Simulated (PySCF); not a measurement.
C3H7O, SMILES CC(C)[O], multiplicity 2. Geometry optimised at PBE-D3(BJ)/def2-SVP. The isomer is the one that the SMILES or the coordinates give; other isomers of the formula were not compared.

Calculation: PBE-D3(BJ)/def2-SVP in PySCF 2.14.0.

Harmonic wavenumbers (cm⁻¹): 192, 233, 347, 408, 442, 791, 841, 872, 964, 1013, 1013, 1088, 1124, 1204, 1302, 1327, 1396, 1401, 1413, 1421, 2687, 2972, 2977, 3066, 3070, 3087, 3088. Rotational constants (GHz): 9.147, 7.981, 4.789; symmetry number 1.

Problem. Work out the zero-point energy and the ideal-gas rigid-rotor harmonic-oscillator thermochemistry at 298.15 K and 1 atm.

Solution. ZPE = ½ Σ hcν = ½ × 39740 cm⁻¹ = 56.81 kcal/mol. H − E(el) = 60.72 kcal/mol. Entropy in cal/(mol K): translation 38.15, rotation 24.33, vibration 8.11, spin 1.38, total 71.97. G − E(el) = 39.26 kcal/mol. Cp = 20.39 cal/(mol K).
